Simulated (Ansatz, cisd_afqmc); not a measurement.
Species: GeH, charge 1, singlet. GeH+ (parent SMILES [GeH], singlet).
B3LYP-D3(BJ)/def2-TZVP minimum from Ansatz (a program for electronic structure):
```xyz
2

Ge     0.0000     0.0000    -0.0483
H      0.0000     0.0000     1.5443
```
Charge +1, spin multiplicity 1.

Total energies in cc-pVTZ, 4 correlated electrons, 14 frozen orbitals. Open shells are spin-unrestricted; no spin-orbit coupling. Correlated methods leave the cores frozen (noble-gas shells, and filled d and f shells in the p block). No relativity. AFQMC is phaseless with a CISD trial state; ± is one standard error, without the phaseless bias. Outlying blocks are dropped, and bars are widened where a walk drifts. Over all cases where full CI ran beside it in this data, AFQMC minus full CI had a median of +0.1 mEh and passed +0.4 mEh in a tenth of the cases. The spin of HGe+ (parent SMILES [GeH], singlet) was assumed, and the state is the lowest solution found for it.

```tsv
method	program	energy (Eh)	error against FCI (mEh)
HF	Ansatz	-2075.66606	86.73
MP2	Ansatz	-2075.73116	21.63
CCSD	Ansatz	-2075.75108	1.72
CCSD(T)	Ansatz	-2075.75243	0.36
CCSDT(Q)	Ansatz	-2075.75278	0.01
CCSDTQ	Ansatz	-2075.75279	0.00
AFQMC/CISD	cisd_afqmc	-2075.7528 ± 0.0001	0.0 ± 0.1
FCI	Ansatz	-2075.75279	0.00
```
